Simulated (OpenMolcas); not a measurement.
## Mn4+, Tc4+, Re4+: d3 down the group

```
Program             : OpenMolcas
Method              : SS-RASPT2, IPEA 0.25 Eh, imaginary shift 0.1 Eh
Basis               : ANO-R2
Scalar Hamiltonian  : X2C, finite nucleus
Spin-orbit coupling : RASSI with atomic mean-field integrals over the reference wave functions, term energies averaged over their components
```

Active space for each ion: 9 electrons in 8 orbitals (RAS1 p, at most 2 holes; RAS2 d); closed shells correlated by CASPT2: Mn4+ 3s; Tc4+ 4s; Re4+ 5s.

Computed levels in cm-1 above 4F 3/2:

| Level | Mn4+ | Tc4+ | Re4+ |
| --- | --- | --- | --- |
| 4F 5/2 | 379 | 1107 | 5250 |
| 4F 7/2 | 892 | 2470 | 9590 |
| 4F 9/2 | 1525 | 3980 | 12620 |
| 4P 1/2 | 17090 | 12180 | 14760 |
| 4P 5/2 | 17700 | 13930 | 21940 |
| 2G 7/2 | 18340 | 14130 | 20080 |
| 2G 9/2 | 18870 | 15000 | 32040 |
| 2P 1/2 | 23560 | 17550 | 24610 |
| 2H 9/2 | 25440 | 19450 | 21080 |
| weight of 4F in the lowest level (%) | 100 | 98 | 84 |

Mixed levels, with the weight of the term that names them: Re4+ 4F 9/2 (62 %), Re4+ 4P 1/2 (63 %), Re4+ 2G 9/2 (56 %), Re4+ 2P 1/2 (63 %), Re4+ 2H 9/2 (56 %).

Measured, with the error of the calculation in %. Measured levels: Mn4+ from Corliss and Sugar, J. Phys. Chem. Ref. Data 6, 1253 (1977); Re4+ from the list in Brasseur, Gamrath and Quinet, At. Data Nucl. Data Tables 157, 101636 (2024).

| Level | Mn4+ | Re4+ |
| --- | --- | --- |
| 4F 5/2 | 359 (+5.6) | 4853 (+8.1) |
| 4F 7/2 | 835 (+6.9) | 8973 (+6.9) |
| 4F 9/2 | 1412 (+8.0) | 11914 (+5.9) |
| 4P 1/2 | 16434 (+4.0) | 14325 (+3.0) |
| 4P 5/2 | 17049 (+3.8) | 20922 (+4.9) |
| 2G 7/2 | 17892 (+2.5) | 19013 (+5.6) |
| 2G 9/2 | 18399 (+2.6) | 30366 (+5.5) |
| 2P 1/2 | 23082 (+2.1) | 23669 (+4.0) |
| 2H 9/2 | 24975 (+1.9) | 19967 (+5.6) |

The fine-structure level 4F 9/2 changes by a factor of 8.28 from Mn4+ to Re4+.

Without spin-orbit coupling 4P lies 16600, 10960, 10610 cm-1 above 4F in that order; the difference to the level 4P 1/2, of either sign, comes from spin-orbit coupling, which also lowers the zero.

CASPT2 breaks the degeneracy within a term, and the mean is taken; among the terms shown or strongly mixed into the levels shown the widest spread is 360 cm-1 (3d3 4F, Mn4+). Active for correlation alone: 3p; no level in the range computed is led by a configuration that opens it, so any true level of that kind is missing (holds for Mn4+). Active for correlation alone: 4p; no level in the range computed is led by a configuration that opens it, so any true level of that kind is missing (holds for Tc4+). Active for correlation alone: 5p; no level in the range computed is led by a configuration that opens it, so any true level of that kind is missing (holds for Re4+). Computed and measured levels are paired by configuration, term and J; levels that our copy of the source lacks, or whose pairing is in doubt (as where it misses far off the trend of its configuration), stay unpaired and out of the deviations. Only configurations of the active space appear.
